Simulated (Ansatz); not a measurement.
Na₁₁⁺. The state is a singlet with charge 1. Geometry PBE/def2-SVP; atoms count from 1.

| atom | x (Å) | y (Å) | z (Å) |
| --- | --- | --- | --- |
| Na1 | 5.360 | 1.883 | -1.952 |
| Na2 | -2.315 | -1.295 | -0.037 |
| Na3 | -0.410 | 0.763 | 2.224 |
| Na4 | 1.230 | -1.491 | 0.110 |
| Na5 | -3.486 | 1.994 | 0.628 |
| Na6 | -0.751 | -2.850 | 2.731 |
| Na7 | 2.654 | 1.731 | 0.530 |
| Na8 | -0.575 | -1.639 | -3.108 |
| Na9 | -0.458 | 1.521 | -1.193 |
| Na10 | -3.873 | -0.848 | 2.957 |
| Na11 | 2.624 | 0.232 | -2.890 |

The restricted singlet is unstable towards broken spin symmetry in Hartree–Fock (as tested in another run); at PBE0/def2-TZVP this wasn't settled. Another isomer (singlet) lies 0.07 eV lower at PBE0/def2-TZVP; other spin states weren't run for this one.

Q: Estimate the Mulliken populations from the PBE0/def2-TZVP orbitals of Ansatz.

A: 
| atom | charge (e) |
| --- | --- |
| Na1 | 0.05 |
| Na2 | 0.32 |
| Na3 | 0.18 |
| Na4 | 0.18 |
| Na5 | 0.02 |
| Na6 | 0.01 |
| Na7 | 0.10 |
| Na8 | -0.04 |
| Na9 | 0.16 |
| Na10 | -0.05 |
| Na11 | 0.06 |
Mulliken values and Mayer orders depend strongly on the basis.

Q: And the Mayer bond orders between bonded heavy atoms (over 0.3)?

A: Na1–Na7 0.31 (3.67 Å); Na1–Na11 0.51 (3.33 Å); Na5–Na10 0.34 (3.70 Å); Na6–Na10 0.33 (3.72 Å).
